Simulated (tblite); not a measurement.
Species: C9H7 (doublet state).
Structure used (GFN2-xTB), in Å, numbered top down from 1:
```
atom  x, y, z in Å
C1     2.0232    2.3802    1.8244
C2     1.6525    1.5657    1.0214
C3     1.2517    0.6132    0.0724
C4     0.0260    0.0506    0.0536
C5    -0.9515    0.4160    1.0071
C6    -1.7932    0.7066    1.8134
C7    -0.3708   -0.9529   -0.9601
C8     0.5580   -1.8697   -1.4068
C9    -1.6708   -0.9379   -1.4227
H10    2.3379    3.0901    2.5293
H11    1.9857    0.3522   -0.6788
H12   -2.5213    0.9692    2.5212
H13    1.5570   -1.9089   -1.0127
H14    0.2905   -2.6014   -2.1478
H15   -1.9977   -1.6417   -2.1668
H16   -2.3847   -0.2223   -1.0586
```

Computed geometry: GFN2-xTB, gas phase. This method treats the open shell by occupation alone, without spin polarisation.

Take the most abundant isotopes and a rigid rotor. The values belong to one conformer with, in the numbering `[CH:1]#[C:2]/[CH:3]=[C:4](\[C:5]#[CH:6])[C:7]([CH2:8])=[CH2:9]`, C3–C4–C7–C8 36°, C4–C7–C8–H 3° and 180°.

Give the principal moments of inertia and the rotational constants in MHz.

Ia = 188.95, Ib = 417.97, Ic = 580.83 u·Å²; 505379 MHz·u·Å²/I gives A = 2675, B = 1209, C = 870.1 MHz.

What kind of rotor is it?

An asymmetric top. Ray's parameter κ = (2B − A − C)/(A − C) = -0.624; −1 is the prolate and +1 the oblate limit.

What does the inertial defect say?

Not planar: Δ = Ic − Ia − Ib = -26.09 u·Å². For a rigid frame Δ = −2 Σ m c², so Σ m c² = 13.05 u·Å² lies off the ab plane: 3.09 from hydrogen and 9.95 from heavier atoms. The atom farthest from that plane is 1.02 Å away.

Give the other two planar moments, Paa and Pbb, and the rms extents of the mass along the axes.

Paa = Σ m a² = (Ib + Ic − Ia)/2 = 404.92 and Pbb = Σ m b² = (Ia + Ic − Ib)/2 = 175.91 u·Å². With the mass M = 115.05 u, the rms extents √(P/M) along a, b and c are 1.88, 1.24, 0.34 Å.

For this open shell read J as N, the rotation without spin; fine and hyperfine splittings come on top. Its GFN2-xTB frequencies are all real (lowest 53 cm⁻¹). Constants of a rigid frame at the computed geometry: no zero-point averaging, no centrifugal distortion.

On one thread, Intel Xeon at 2.50 GHz (x86_64), on a shared host, this took 2.4 s. That covers the optimisation of the geometry.
